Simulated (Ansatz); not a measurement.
Born–Oppenheimer molecular dynamics of CH$_{8}$Ge (10 atoms, charge 0, multiplicity 1). It starts at the highest image of a converged band. Of that band: Neighbouring images differ by up to 2.9 eV, so the band resolves the path poorly. A vibrational analysis at the climbing image gives one clearly imaginary mode, 1856i cm⁻¹: a first-order saddle point.

These are results of Ansatz, RKS r2SCANh/def2-SVP, not measurements.

- ensemble: NVE (velocity Verlet)
- time step: 0.5 fs
- steps asked: 200
- starting velocities drawn for: 300 K
- seed: 4721

First frame:

```xyz
10
Properties=species:S:1:pos:R:3
Ge 0.095 -0.265 -0.002
C 0.013 -0.043 2.280
H -1.075 0.058 2.384
H 0.388 -0.689 3.095
H 0.510 0.932 2.345
H 1.440 0.039 -0.673
H -0.654 1.123 0.046
H -0.904 -1.214 -0.684
H 0.900 -1.791 0.684
H 0.527 -1.054 1.474
```

How far do the bonds stretch over the last three quarters of this one trajectory? (Pairs bonded in most of those frames.)


```tsv
bond	mean (Å)	spread (Å)	shortest	longest
Ge1–C2	1.994	0.194	1.75	2.29
Ge1–H6	1.548	0.015	1.52	1.59
Ge1–H7	1.543	0.020	1.51	1.58
Ge1–H8	1.556	0.066	1.45	1.65
C2–H3	1.098	0.010	1.08	1.12
C2–H4	1.101	0.013	1.08	1.13
C2–H5	1.098	0.017	1.07	1.13
H9–H10	0.777	0.079	0.66	0.88
```

Mean temperature of the second half: 2674 K. The conserved energy stayed within 0.72 meV per atom of its start (net change -0.58 meV per atom), so the integration is sound. The kinetic energy rose, since the run started high on the potential surface and went downhill. It ends in pieces (CH6Ge + H2), so much of that is their flight and rotation, not heat. A run of 0.1 ps of so small a system gives no equilibrium averages. The orbitals stay closed-shell, which can raise the energy where a bond breaks towards radicals; this wasn't checked here.

Time of the run: 6.9 min on 2 threads of Arm Neoverse V1 (shared host), peak memory 0.17 GiB.
